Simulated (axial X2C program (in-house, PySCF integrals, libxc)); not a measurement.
# NTaO²⁺: properties at the nuclei

Calculated with an axial X2C code built on PySCF integrals: two-component X2C with atomic mean-field Coulomb and Gaunt terms, Gaussian nuclei, basis N dyall-av3z, Ta dyall-v3z, O dyall-av3z with contracted cores.

N–Ta–O held linear, with bonds 2.539 and 1.640 Å (near the PBE0 minimum at charge 2 of the determinant lowest at the starting distance; the state shown can have its own minimum elsewhere, held linear; other orders of the atoms were not compared).

Determinant lowest in the PBE0 search, Ω = 3 (⟨Sz⟩ = 1.00, ⟨Lz⟩ = 2.00 at PBE0), spin on the atoms N 1.44, Ta -0.53, O 0.10:

| level | Eeff magnitude (GV/cm) | Ws magnitude Ta (kHz) | A∥/gI N (MHz) | qzz N (a.u.) | A∥/gI Ta (MHz) | qzz Ta (a.u.) | A∥/gI O (MHz) | qzz O (a.u.) |
| --- | --- | --- | --- | --- | --- | --- | --- | --- |
| PBE0 | 1.55 | 0.713 | 17.4 | 0.21 | 920 | -7.01 | 2.97 | -0.77 |
| HF | 6.41 | 1.41 | 49.6 | 0.17 | 1060 | -5.37 | -5.87 | -1.10 |
| PBE | 4.82 | 1.69 | 11.9 | 0.20 | 906 | -7.78 | 4.67 | -0.69 |

Determinant 0.52 eV from it at PBE0 and this distance, Ω = 4 (⟨Sz⟩ = 2.00, ⟨Lz⟩ = 2.00 at PBE0), spin on the atoms N 1.43, Ta 0.60, O -0.04:

| level | Eeff magnitude (GV/cm) | Ws magnitude Ta (kHz) | A∥/gI N (MHz) | qzz N (a.u.) | A∥/gI Ta (MHz) | qzz Ta (a.u.) | A∥/gI O (MHz) | qzz O (a.u.) |
| --- | --- | --- | --- | --- | --- | --- | --- | --- |
| PBE0 | 14.8 | 3.46 | 13 | 0.23 | 49.9 | -7.36 | 1.88 | -0.76 |
| HF | 13.1 | 2.81 | 37.9 | 0.18 | -188 | -5.47 | -11.2 | -1.08 |
| PBE | 17.1 | 4.01 | 8.42 | 0.23 | 127 | -8.11 | 2.75 | -0.64 |

Eeff is the effective electric field on the electron electric dipole moment in this Ω state and Ws the scalar–pseudoscalar constant of the nucleus named (defined with the proton number Z and per Ω); A∥ (defined per Ω) follows by multiplying with gI = μI/(I μN); qzz is the electric field gradient, eQq0 = 234.96 MHz × Q/barn × qzz. The operators were transformed with the bare-nucleus X2C matrices; with these basis sets, hyperfine constants and field gradients can be off by tens of per cent, and where levels differ in sign neither size nor sign is settled.

Q: With Q(14N) = 0.02044 barn, gI(181Ta) = 0.6773, Q(181Ta) = 3.17 barn, Q(17O) = -0.02558 barn (g factors from the IAEA table of nuclear moments by Stone; Q from Pyykkö, Mol. Phys. 2018), turn the PBE0 values of the first state into constants in MHz.

A: eQq0(14N) = 234.96 × (0.02044) × (0.21) = 1.01 MHz; A∥(181Ta) = 920 × 0.6773 = 623 MHz; eQq0(181Ta) = 234.96 × (3.17) × (-7.01) = -5220 MHz; eQq0(17O) = 234.96 × (-0.02558) × (-0.77) = 4.63 MHz.

The molecule was held linear; bending was not examined, so a bent shape may lie lower.

Each state is one determinant with collinear spin, which with several unpaired electrons need not be a pure state. Unrestricted Hartree–Fock can overshoot spin polarisation at the nuclei. In the state Ω = 3 the sign of Eeff differs between levels (HF against PBE0). With several open shells hyperfine constants can be off by a factor of several. Where Eeff spreads by more than a factor of two the levels disagree and none is to be relied on. In the state Ω = 3 the atomic spins oppose each other (1.44, -0.53, 0.10): a broken-symmetry determinant whose values are not spin-projected. Open-shell Ω = 0 determinants with evenly filled partner blocks cannot be reached by this program, so the Ω shown need not be the lowest component. The search compared states at one distance, so a state with another bond length can lie lower. The sign of Ws at Ta differs between levels in the first state. Where a field gradient or hyperfine factor spreads by more than a factor of two over the levels, a constant derived from it is not to be relied on. PBE0 term energies can be off by some tenths of an eV.
